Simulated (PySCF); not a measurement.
## RuSe: frontier orbitals

PBE0 at R = 2.211 Å; Ru def2-TZVPP with ECP28, Se def2-TZVPP; scalar-relativistic core potentials (PySCF 2.14). State: ⁵Δ (quintet), unpaired electrons σ ↑, π ↑↑, δ ↑. Only the outer orbitals are listed, counted within each symmetry, core potentials removing the inner ones.

```
spin  orbital  occ.  ε (eV)  on Ru (%)            main shells (%)
   α      10σ     1   -9.54         62           61 Ru d, 33 Se p
   α       5π     1   -9.26         77           77 Ru d, 22 Se p
   α       5π     1   -9.26         77           77 Ru d, 22 Se p
   α       2δ     1   -8.56        100                   100 Ru d
   α       2δ     1   -7.67        100                   100 Ru d
   α      11σ     1   -6.72         66  44 Ru s, 34 Se p, 22 Ru d
   α       6π     1   -6.20         27           73 Se p, 21 Ru d
   α       6π     1   -6.20         27           73 Se p, 21 Ru d
   α      12σ     0   -2.60         78  43 Ru s, 28 Ru p, 22 Se p
   α       7π     0   -0.24         98                    97 Ru p
   α       7π     0   -0.24         98                    97 Ru p
   β      10σ     1   -8.26         32           62 Se p, 26 Ru d
   β       5π     1   -7.05         43           55 Se p, 41 Ru d
   β       5π     1   -7.05         43           55 Se p, 41 Ru d
   β       2δ     1   -6.31        100                   100 Ru d
   β      11σ     0   -2.96         89  46 Ru s, 44 Ru d, 11 Se p
   β       6π     0   -2.59         61           55 Ru d, 38 Se p
   β       6π     0   -2.59         61           55 Ru d, 38 Se p
```

Question: Which are the highest filled and the lowest empty level, where do they sit, and how wide is the gap?

Answer: Highest filled α 6π at -6.20 eV (in %: 73 Se p, 21 Ru d); lowest empty β 11σ at -2.96 eV (in %: 46 Ru s, 44 Ru d, 11 Se p); the gap at PBE0 is 3.24 eV.

The bond order (Mayer) is 2.25. The ⟨S²⟩ is 6.019. The charge on Ru (Mulliken, basis-dependent) is 0.32, the charge on Ru (Löwdin, basis-dependent) is -0.05 and the dipole moment (positive dipole means Ru(−)Se(+)) is -4.11 D. The polarisability along the bond is 95.0 bohr³. The polarisability across the bond is 50.5 bohr³.

Spin–orbit coupling is left out. With d or f electrons several states lie close, and the lowest PBE0 determinant need not be the measured ground state.
